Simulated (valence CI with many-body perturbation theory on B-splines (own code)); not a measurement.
Values are calculated unless marked as measured or tabulated.
## La⁵²⁺: magnetic and hyperfine properties of the levels

Level of theory: relativistic CI+MBPT: three valence electrons over a frozen Dirac-Fock core [He], a basis of 11 s, 11 p, 10 d, 8 f, 5 g, 2 h functions for each j, with the one-electron correlation potential Σ1, the two-electron term Σ2, the three-electron term Σ3, Breit, model QED; selected CI, second order for the rest, scaled by the run's own slope (own B-spline code, finite nucleus).

The last digits are not significant, and no measured levels were compared; by estimate large intervals hold to a few tenths of a per cent, small ones and those within an open d or f shell to about a per cent.

A/g_I is the dipole constant over the nuclear g factor μ/I (μ in nuclear magnetons, uniformly magnetised nucleus), B/Q the quadrupole constant per barn. Both hold the static response of the core; the bare values leave it out. Large factors of s and p1/2 electrons are usually good to 5 to 10 %; those of open d and f shells near neutrality can be off by tens of per cent, and small factors of p3/2, d and f electrons come from cancelling terms and can be off by a factor of two or in sign, in half-filled shells by more. B is blank for J = 1/2, where it vanishes, and for nearly pure S terms. Energies count from the lowest level.

Levels are named by their leading jj configuration (3d3/2^4 stands for four electrons in 3d with j = 3/2), which in mixed levels can hold well under half, so a name can repeat and another be missing. Letters in brackets count levels of one name in rising energy.

| Level | E (eV) | g | A/g_I (MHz) | A/g_I bare | B/Q (MHz/b) | B/Q bare |
| --- | --- | --- | --- | --- | --- | --- |
| (2s^2 2p1/2) J=1/2 | 0.0 | 0.638 | 2530000 | 2520000 |  |  |
| (2s 2p1/2^2) J=1/2 | 177.5 | 2.142 | 7630000 | 7540000 |  |  |
| (2s^2 2p3/2) J=3/2 | 454.6 | 1.313 | 369000 | 378000 | 707000 | 709000 |
| (2s 2p1/2 2p3/2) J=3/2 [a] | 578.3 | 1.649 | 1950000 | 1940000 | 558000 | 559000 |
| (2s 2p1/2 2p3/2) J=5/2 | 611.7 | 1.342 | 2280000 | 2260000 | 511000 | 512000 |
| (2s 2p1/2 2p3/2) J=1/2 | 664.6 | 1.231 | -2630000 | -2570000 |  |  |
| (2s 2p1/2 2p3/2) J=3/2 [b] | 665.1 | 0.969 | 28000 | 45800 | 424000 | 425000 |
| (2p1/2^2 2p3/2) J=3/2 | 853.8 | 1.348 | 332000 | 352000 | 661000 | 662000 |
| (2s 2p3/2^2) J=5/2 | 1051.0 | 1.413 | 1870000 | 1860000 | 195000 | 195000 |
| (2s 2p3/2^2) J=1/2 | 1129.7 | 1.894 | 7830000 | 7730000 |  |  |
| (2s 2p3/2^2) J=3/2 | 1130.7 | 1.186 | -1120000 | -1080000 | -138000 | -139000 |
| (2p1/2 2p3/2^2) J=3/2 | 1274.1 | 1.439 | -85100 | -59400 | 73800 | 73900 |
| (2p1/2 2p3/2^2) J=5/2 | 1294.5 | 1.178 | 786000 | 796000 | -2770 | -2780 |
| (2p1/2 2p3/2^2) J=1/2 | 1335.4 | 0.638 | 2540000 | 2510000 |  |  |
| (2p3/2^3) J=3/2 | 1762.7 | 1.286 | 360000 | 376000 | -733000 | -735000 |
| (2s^2 3s) J=1/2 | 5850.2 | 1.991 | 2300000 | 2280000 |  |  |
| (2s^2 3p1/2) J=1/2 | 5911.2 | 0.669 | 749000 | 745000 |  |  |
| (2s 2p1/2 3s) J=1/2 [a] | 5969.9 | 2.376 | 4410000 | 4360000 |  |  |
| (2s 2p1/2 3s) J=3/2 | 5988.7 | 1.550 | 4040000 | 4000000 | -83100 | -83300 |
| (2s 2p1/2 3s) J=1/2 [b] | 6011.6 | 0.732 | 3980000 | 3940000 |  |  |
| (2s 2p1/2 3p1/2) J=1/2 [a] | 6021.4 | 0.265 | -480000 | -465000 |  |  |
| (2s 2p1/2 3p1/2) J=3/2 | 6042.2 | 1.113 | 3640000 | 3600000 | -95000 | -95100 |
| (2s^2 3p3/2) J=3/2 | 6047.9 | 1.339 | 277000 | 278000 | 187000 | 187000 |
| (2s 2p1/2 3p1/2) J=1/2 [b] | 6072.8 | 1.977 | 7850000 | 7750000 |  |  |
| (2s^2 3d3/2) J=3/2 | 6092.0 | 0.799 | 123000 | 122000 | 32900 | 33300 |
| (2s^2 3d5/2) J=5/2 | 6128.7 | 1.193 | 55000 | 54700 | 55800 | 56300 |
| (2s 2p1/2 3p3/2) J=3/2 [a] | 6164.6 | 1.401 | 404000 | 404000 | 202000 | 202000 |
| (2s 2p1/2 3p3/2) J=1/2 | 6170.2 | 1.594 | -673000 | -662000 |  |  |
| (2s 2p1/2 3p3/2) J=5/2 | 6188.5 | 1.334 | 2100000 | 2080000 | 99200 | 99400 |
| (2s 2p1/2 3p3/2) J=3/2 [b] | 6191.3 | 1.246 | 1160000 | 1160000 | 121000 | 122000 |
| (2s 2p1/2 3d3/2) J=3/2 [a] | 6199.3 | 0.559 | -688000 | -676000 | 47300 | 47700 |
| (2p1/2^2 3s) J=1/2 | 6214.5 | 1.707 | -355000 | -345000 |  |  |
| (2s 2p1/2 3d3/2) J=5/2 | 6221.7 | 1.029 | 1950000 | 1930000 | -44700 | -44500 |
| (2s 2p1/2 3d3/2) J=1/2 | 6225.2 | 0.516 | -1460000 | -1440000 |  |  |
| (2s 2p1/2 3d3/2) J=3/2 [b] | 6237.0 | 1.213 | 1980000 | 1960000 | 73200 | 73400 |
| (2s 2p1/2 3d5/2) J=5/2 [a] | 6247.1 | 1.326 | 638000 | 630000 | 42600 | 43100 |
| (2p1/2^2 3p1/2) J=1/2 | 6254.3 | 0.549 | -1120000 | -1110000 |  |  |
| (2s 2p1/2 3d5/2) J=7/2 | 6267.9 | 1.238 | 1500000 | 1480000 | -65300 | -65000 |
| (2s 2p1/2 3d5/2) J=5/2 [b] | 6278.6 | 1.057 | 169000 | 169000 | 125000 | 125000 |
| (2s 2p1/2 3d5/2) J=3/2 | 6278.7 | 1.076 | -1810000 | -1790000 | 13600 | 13900 |

Question: Take the isotope of mass number 139, with I = 7/2, μ = 2.7791 μN and Q = 0.206 b. What is the hyperfine structure of (2s^2 2p1/2) J=1/2?

Answer: From the table A = 2010000 MHz. Shifts from the centre of gravity in MHz: F = 3: -4520000, F = 4: 3520000.
